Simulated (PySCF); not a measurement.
C3H5BO3, SMILES OB(O)C1=COC1. Atoms are numbered in the order given.

```xyz
12

O      2.0117    -0.5270    -0.9641
B      1.2001     0.3198    -0.2678
O      1.7688     1.5012     0.1057
C     -0.2687    -0.0408     0.0738
C     -1.3153     0.5092     0.7348
O     -2.2473    -0.4626     0.5719
C     -1.2291    -1.1894    -0.1694
H      1.5766    -1.3480    -1.2033
H      1.1636     2.0704     0.5856
H     -1.5584     1.4197     1.2923
H     -1.0079    -2.1473     0.3275
H     -1.5613    -1.3600    -1.2056
```

Coordinates come from a PBE0-D3(BJ)/def2-SVP optimisation. This is a generated structure with no PubChem entry under its InChIKey; it may be hypothetical. Other conformers were not sampled.

Method: PBE/pcSseg-1 (PySCF).

GIAO shieldings, no solvent; atoms listed in one row are averaged. δ = σ(ref) − σ: ¹⁷O against H2O (σ = 334.3 ppm); ¹¹B against BF3 (σ = 83.9 ppm); ¹³C against TMS (σ = 182.0 ppm); ¹H against TMS (σ = 31.49 ppm), references at their B3LYP-D3(BJ)/def2-TZVP geometries, non-relativistic.

Computed chemical shifts:
```csv
nucleus,atoms,count,δ (ppm)
¹⁷O,O6,1,207.3
¹⁷O,O1,1,126.9
¹⁷O,O3,1,120.9
¹¹B,B2,1,10.9
¹³C,C5,1,170.0
¹³C,C4,1,117.9
¹³C,C7,1,86.8
¹H,H10,1,7.31
¹H,"H11, H12",2,5.62
¹H,H9,1,3.58
¹H,H8,1,3.25
```
